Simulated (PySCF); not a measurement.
Al(F)(Et)(NH2) (C2H7AlFN), SMILES [F][Al]([CH2]C)[NH2]. Atoms are numbered in the order given.

```xyz
12

Al    -0.0745     0.5604     0.0000
F     -1.0622     1.9111     0.0000
C     -0.8438    -1.2334     0.0000
C      0.1801    -2.3806     0.0000
H     -1.5154    -1.3163    -0.8747
H     -1.5154    -1.3163     0.8747
H      0.8361    -2.3432     0.8859
H      0.8361    -2.3432    -0.8859
H     -0.3042    -3.3719     0.0000
N      1.6691     0.8559     0.0000
H      2.1113     1.7702     0.0000
H      2.3776     0.1285     0.0000
```

The structure is a stationary point at B3LYP-D3(BJ)/def2-SVP. The structure was generated by enumeration; whether it is a known compound was not checked. The values are those of a single conformer.

Two levels are set side by side: PBE/pcSseg-1 (PySCF) and HF/pcSseg-1 (PySCF). GIAO shifts against CFCl3 (¹⁹F), NH3 (¹⁵N), TMS (¹H), TMS (¹³C) at the same level; non-relativistic, no solvent, atoms listed together averaged. Differences are taken from unrounded values.

```tsv
quantity	HF
δ(¹⁹F) of F2 (ppm)	-146.0
δ(¹³C) of C3 (ppm)	-4.3
δ(¹³C) of C4 (ppm)	11.8
δ(¹H) of H5, H6 (ppm)	0.42
δ(¹⁵N) of N10 (ppm)	12.0
δ(¹H) of H11, H12 (ppm)	1.07
```

Question: What does PBE give, and how far is it from HF? (Estimate from the structure and the level; the computed values follow.)

Answer: 
| quantity | PBE | PBE minus HF |
|---|---|---|
| δ(¹⁹F) of F2 (ppm) | -194.0 | -48.0 |
| δ(¹³C) of C3 (ppm) | 0.2 | 4.6 |
| δ(¹³C) of C4 (ppm) | 12.8 | 0.9 |
| δ(¹H) of H5, H6 (ppm) | 0.72 | 0.30 |
| δ(¹⁵N) of N10 (ppm) | 30.4 | 18.4 |
| δ(¹H) of H11, H12 (ppm) | 1.13 | 0.06 |

Rough cost on one machine, each run with all the roots and properties that it gave: HF against PBE within a factor of 2.
